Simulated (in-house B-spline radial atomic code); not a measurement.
Settings and results of a run for Pd II (Pd+). Level of theory: non-relativistic r2SCAN, spin-polarised, spherical fractional occupations, point nucleus, inside a hard spherical wall at 6.67 bohr; calculated with a B-spline radial code for spherical atoms.

Command:
```bash
python run_scf.py task.json out
```
Settings:
```
Z                46
configuration    [Ar] 3d10 4s2 4p5 4d9 4f1
hamiltonian      nr
method           r2scan
spin_polarised   True
wall_radius      6.67
```

Output (hartree, bohr):
```
 radial grid: 46 intervals, B-splines of order 8, outer radius 6.67 bohr

 iter        energy (Eh)    residual
    1       -4937.355986    9.00e-02
    2       -4937.362967    1.70e-03
    3       -4937.362983    8.69e-04
    4       -4937.362986    4.25e-04
    5       -4937.362987    3.81e-05
    6       -4937.362987    9.04e-06
    7       -4937.362987    4.45e-06
    8       -4937.362987    2.49e-06
    9       -4937.362987    3.26e-07

 total energy                     -4937.36299
 kinetic                            4935.7915
 electron-nucleus                 -11731.0229
 Hartree                            1998.3865
 exchange-correlation               -140.5180

 orbital      occ     eigenvalue          <r>       <r^2>       <1/r>       r_max
 1s up      1.000      -863.7168    0.0331105  0.00146701     45.4731     0.02191
 1s down    1.000      -863.7047    0.0331101  0.00146698     45.4735     0.02191
 2s up      1.000      -124.7616      0.14373   0.0242831      10.341      0.1218
 2s down    1.000      -124.7472     0.143722   0.0242801     10.3414      0.1218
 2p up      3.000      -115.8249      0.12294   0.0184011     10.3269     0.09562
 2p down    3.000      -115.8073     0.122938   0.0183999      10.327     0.09562
 3s up      1.000       -23.2209     0.390729    0.174491     3.67224      0.3529
 3s down    1.000       -23.2119     0.390742    0.174456     3.67079       0.353
 3p up      3.000       -19.6294     0.383509    0.170659     3.57991      0.3399
 3p down    3.000       -19.6159     0.383514    0.170609     3.57871        0.34
 3d up      5.000       -13.0314     0.357243     0.15208     3.41564      0.2833
 3d down    5.000       -13.0120     0.357181    0.151959     3.41538      0.2834
 4s up      1.000        -3.7556     0.970911     1.06618     1.40254      0.8764
 4s down    1.000        -3.6585     0.973135     1.07191     1.40023      0.8763
 4p up      3.000        -2.6311      1.04188     1.24019     1.29151       0.918
 4p down    2.000        -2.5382      1.04622       1.252     1.28714      0.9187
 4d up      5.000        -0.8416       1.3339     2.12512    0.999462       1.056
 4d down    4.000        -0.7656      1.35678     2.20511    0.984844       1.063
 4f up      1.000         0.1317      4.06048     17.5521    0.269247       4.247
```

Cost of the run: 0.16 s on 1 thread of Arm Neoverse V1 (shared host).
